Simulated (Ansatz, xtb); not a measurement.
## C2H9AlSi: which of two isomers lies lower

Structure a is `[CH3][AlH][SiH2]C`, a singlet and structure b is `C[SiH2][CH2][AlH2]`, a singlet. Both are isolated molecules in the gas phase, relaxed with r2SCAN-D4/def2-SVP; the shapes shown needn't be the lowest conformers.

a (Å):

```json
{"atom": "C", "x (Å)": "-1.0055", "y (Å)": "1.9397", "z (Å)": "-1.1013"}
{"atom": "C", "x (Å)": "-1.6158", "y (Å)": "-2.1367", "z (Å)": "2.4964"}
{"atom": "Al", "x (Å)": "-1.8770", "y (Å)": "0.5993", "z (Å)": "0.0309"}
{"atom": "Si", "x (Å)": "-0.5823", "y (Å)": "-0.9204", "z (Å)": "1.4751"}
{"atom": "H", "x (Å)": "-1.3716", "y (Å)": "2.9536", "z (Å)": "-0.8567"}
{"atom": "H", "x (Å)": "-1.2653", "y (Å)": "1.7785", "z (Å)": "-2.1636"}
{"atom": "H", "x (Å)": "0.0933", "y (Å)": "1.9545", "z (Å)": "-1.0258"}
{"atom": "H", "x (Å)": "-3.4742", "y (Å)": "0.5117", "z (Å)": "-0.0043"}
{"atom": "H", "x (Å)": "0.2776", "y (Å)": "-0.1083", "z (Å)": "2.4063"}
{"atom": "H", "x (Å)": "0.3912", "y (Å)": "-1.6970", "z (Å)": "0.6294"}
{"atom": "H", "x (Å)": "-2.2216", "y (Å)": "-2.7832", "z (Å)": "1.8420"}
{"atom": "H", "x (Å)": "-2.3059", "y (Å)": "-1.5999", "z (Å)": "3.1663"}
{"atom": "H", "x (Å)": "-0.9737", "y (Å)": "-2.7833", "z (Å)": "3.1150"}
```

b (Å):

```yaml
atoms:
  - { symbol: C, position_ang: [0.2182, 1.3150, -0.9150] }
  - { symbol: C, position_ang: [0.9381, -1.6125, -1.6543] }
  - { symbol: Al, position_ang: [-0.8466, -2.3741, -1.4506] }
  - { symbol: Si, position_ang: [1.3076, -0.1651, -0.5086] }
  - { symbol: H, position_ang: [-0.8522, 1.0819, -0.7912] }
  - { symbol: H, position_ang: [0.4519, 2.1703, -0.2613] }
  - { symbol: H, position_ang: [0.3690, 1.6385, -1.9580] }
  - { symbol: H, position_ang: [1.0628, -0.5781, 0.9139] }
  - { symbol: H, position_ang: [2.7471, 0.2424, -0.6025] }
  - { symbol: H, position_ang: [1.6981, -2.3935, -1.4664] }
  - { symbol: H, position_ang: [1.0829, -1.2458, -2.6886] }
  - { symbol: H, position_ang: [-1.0670, -3.6684, -0.5520] }
  - { symbol: H, position_ang: [-2.0948, -1.6830, -2.1583] }
```

Estimate which is lower in electronic energy at CCSD(T)/def2-SVP + ΔMP2/def2-TZVPP, and by roughly how much.

The CCSD(T)/def2-SVP + ΔMP2/def2-TZVPP calculation puts structure b lower, by 3.1 kcal/mol.

Level by level:

```csv
level,geometry,E(b) − E(a) (kcal/mol),departure from the last row (kcal/mol),"job, with rough time for the two"
r2SCAN-D4/def2-SVP,r2SCAN-D4/def2-SVP,−1.8,+1.3,"optimisation, 4.9 min"
HF/def2-SVP,r2SCAN-D4/def2-SVP,−3.4,−0.2,part of the CCSD(T) run
MP2/def2-SVP,r2SCAN-D4/def2-SVP,−4.4,−1.2,part of the CCSD(T) run
CCSD(T)/def2-SVP,r2SCAN-D4/def2-SVP,−2.6,+0.6,single point
CCSD(T)/def2-SVP + ΔMP2/def2-TZVPP,r2SCAN-D4/def2-SVP,−3.1,,"single point, 52 s"
```

As drawn, b has 1 C–Si, 1 Al–H in place of 1 Al–Si, 1 C–H.

None of the levels shown reverses the order. The largest departure from CCSD(T)/def2-SVP + ΔMP2/def2-TZVPP is that of r2SCAN-D4/def2-SVP, 1.3 kcal/mol. Levels run at GFN2-xTB geometries aren't shown. The last row adds to CCSD(T) the change of the MP2 difference between the two basis sets, here −0.6 kcal/mol.

With harmonic frequencies from r2SCAN-D4/def2-SVP (ideal gas, rigid rotor, one conformer each, 298.15 K, 1 atm): on the last row, ΔE + ΔZPE = −4.4 kcal/mol. A mode under 50 cm⁻¹ makes harmonic enthalpies and free energies unreliable, so none is given.

The correlated steps freeze 12 core orbitals. Programs: Ansatz 0.2.0; the last row on 2 threads of Intel(R) Xeon(R) Processor @ 2.50GHz (Skylake/Cascade Lake) on a shared host.
